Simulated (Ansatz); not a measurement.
`[CH3][Sn]([CH3])([CH3])[F]` → `CC` + `[CH3][Sn][F]` at 600 K and 1 bar (stannylene formation by 1,1-elimination).

Isolated molecules relaxed with PBE0-D4/def2-TZVP in Ansatz; ΔE leaves out vibrations. CCSD(T)/CBS adds triple-zeta CCSD(T) − MP2 to the extrapolated MP2 energy (def2 sets, frozen cores). This one scheme is used for every species. Elements past krypton have def2 core potentials. For Sn outer-core shells are correlated without core-valence functions, which leaves a few kJ/mol of doubt a bond.

```tsv
species	CCSD(T)/CBS energy (Eh)	H − E (kJ/mol)	S (J/(mol·K))
`[CH3][Sn]([CH3])([CH3])[F]`	-433.45227	369.0	527.1
`CC`	-79.71954	228.8	274.9
`[CH3][Sn][F]`	-353.71142	134.9	370.6
```

H − E and S are ideal-gas, rigid-rotor, harmonic terms from PBE0-D4/def2-TZVP. 1 Eh = 2625.50 kJ/mol, R = 8.31446 J/(mol·K).

By hand: ΔE, ΔH, ΔS and ΔG.

ΔE = (-79.71954) + (-353.71142) − (-433.45227) = 0.02131 Eh = 55.9 kJ/mol. Δ(H − E) = 228.8 + 134.9 − 369.0 = -5.3, so ΔH = 50.6 kJ/mol. ΔS = 274.9 + 370.6 − 527.1 = 118.4 J/(mol·K). ΔG = 50.6 − 600 × (118.4)/1000 = -20.4 kJ/mol.

By hand: the equilibrium constant, and the temperature at which ΔG would vanish if ΔH and ΔS stayed fixed.

log₁₀ K = −ΔG/(RT ln 10) = 1.8. ΔG = 0 at ΔH/ΔS = 427 K.

The number of gas molecules changes by +1, which sets the sign of ΔS. A doubt of 5 kJ/mol in ΔE shifts log₁₀ K by 0.4 here. Modes under 60 cm⁻¹, often nearly free rotors, make the harmonic entropy too high. These are equilibria of isolated gas molecules and say nothing of rates. Largest T1 diagnostic: 0.015 (customary marks: 0.02 for closed shells, 0.045 for open ones).
